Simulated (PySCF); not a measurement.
**[Sm(NH2)2]+ at several levels of theory**

Computed with PySCF 2.14.0 (density fitting, no spin-orbit coupling) at the geometry relaxed with PBE0:

```xyz
7
[Sm(NH2)2]+ (singlet in the valence; each metal's 4f electrons, 5 of them, lie in its core potential, out of spins and levels)
Sm    0.0000    0.7790    0.0230
N     1.6824    0.0315    1.0653
H     1.6246   -0.5653    1.8954
H     2.6800    0.1587    0.8788
N    -1.6824    0.0315    1.0653
H    -2.6800    0.1587    0.8788
H    -1.6246   -0.5653    1.8954
```

| level | basis | state | HOMO (eV) | gap (eV) | charge on Sm1 (e) | population of f-type functions on Sm1 (polarisation alone where 4f lies in the core) | dipole about the centre of mass (D) | largest force component (eV/Å) |
| --- | --- | --- | --- | --- | --- | --- | --- | --- |
| PBE0 | Sm lcecp-1-SVP with ECP51, N def2-SVP, H def2-SVP | singlet | -11.55 | 5.11 | 1.23 | 0.06 | 2.82 | 0.02 |
| revPBE | the same | singlet | -10.24 | 3.17 | 1.10 | 0.06 | 2.40 | 0.41 |
| PBE0 | Sm lcecp-1-TZVP with ECP51, N def2-TZVP, H def2-TZVP | singlet | -11.58 | 5.14 | 1.63 | 0.06 | 3.09 | 0.31 |

In the lcecp rows the 4f levels are missing from HOMO and gap, and the state counts the valence alone.

Charges are Mulliken's, which hang on the basis. The relaxation used the grid (50, 194), these runs (75, 302) or, all-electron (x2c bases, spin-free X2C Hamiltonian), (99, 590).

Problem. What does TPSS with Sm lcecp-1-SVP with ECP51, N def2-SVP, H def2-SVP give here?

Solution. state singlet, HOMO (eV) -10.30, gap (eV) 3.38, charge on Sm1 (e) 1.17, population of f-type functions on Sm1 (polarisation alone where 4f lies in the core) 0.06, dipole about the centre of mass (D) 2.58, largest force component (eV/Å) 0.44. Time: 9.2 s on 2 threads of Arm Neoverse N1, on a shared host, from an already converged density.

In the first row's basis the gap widens with exact exchange: 3.2 to 3.4 eV for revPBE, TPSS (none); 5.1 eV for PBE0 (a fixed share).

An lcecp potential fixes the number of 4f electrons, so in runs with it no electron can move into or out of that shell.
